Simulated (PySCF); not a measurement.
Polarisability and C₆ of Re³⁺ (rhenium, charge +3)

[Xe] 4f14 5d4, high-spin 5D determinant. Calculation: PySCF 2.14, in aug-cc-pVTZ-PP with one added diffuse shell each of s, p, d, f, g type with ECP60MDF (7s7p6d4f3g, 113 functions); scalar relativity through the core potential. Coupled (time-dependent) response in atomic units; α is the mean over directions.

```
method  mean α (bohr³)         α xx, yy, zz  C₆ (like pair)  S(−4)
 M06-L           7.232  6.757, 6.757, 8.182           38.06  13.46
```

S(−4) is the Cauchy moment in α(ω) = α(0) + S(−4) ω² + …

Spin-orbit coupling is absent.

α(iu) at M06-L:

```
u (hartree)  α(iu) (bohr³)
          0          7.232
     0.0500          7.198
      0.100          7.101
      0.200          6.755
      0.300          6.287
      0.500          5.300
      0.750          4.262
       1.00          3.474
       1.50          2.405
       2.00          1.741
       3.00          1.009
       5.00         0.4441
```

A single London oscillator, α(iu) = α/(1 + u²/ω²), gives C₆ = (3/4) ω α². Matching the computed C₆ needs ω = 4 × 38.06 / (3 × 7.232²) = 0.970 hartree.

For an ion, C₆ is the dispersion term alone; charge-induced terms of lower order in 1/R come first.

The components differ because the open shell of this determinant is not spherical; for a pure term their mean is the scalar polarisability.

Energies and moments cover only the electrons outside the core potential. Spin-orbit coupling, absent here, splits the open shell strongly.
